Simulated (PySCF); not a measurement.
C2H9NOSi, SMILES CO[SiH](C)N. Geometry: B3LYP-D3(BJ)/def2-SVP. Other conformers were not sampled.

The numbers are results of PySCF 2.14.0 with B3LYP-D3(BJ)/def2-SVP, not measurements.

Harmonic wavenumbers (cm⁻¹): 83, 106, 133, 157, 188, 272, 300, 316, 375, 635, 670, 749, 783, 830, 875, 896, 940, 1148, 1179, 1211, 1276, 1431, 1435, 1472, 1476, 1478, 1541, 2207, 2972, 3032, 3034, 3089, 3121, 3134, 3575, 3669. Rotational constants (GHz): 5.543, 2.865, 2.108; symmetry number 1.

**Question.** Work out the zero-point energy and the ideal-gas rigid-rotor harmonic-oscillator thermochemistry at 298.15 K and 1 atm.

**Answer.** ZPE = ½ Σ hcν = ½ × 49788 cm⁻¹ = 71.17 kcal/mol. H − E(el) = 77.16 kcal/mol. Entropy in cal/(mol K): translation 39.44, rotation 26.67, vibration 22.34, total 88.45. G − E(el) = 50.79 kcal/mol. Cp = 30.77 cal/(mol K). Modes under 150 cm⁻¹ make the vibrational entropy uncertain.
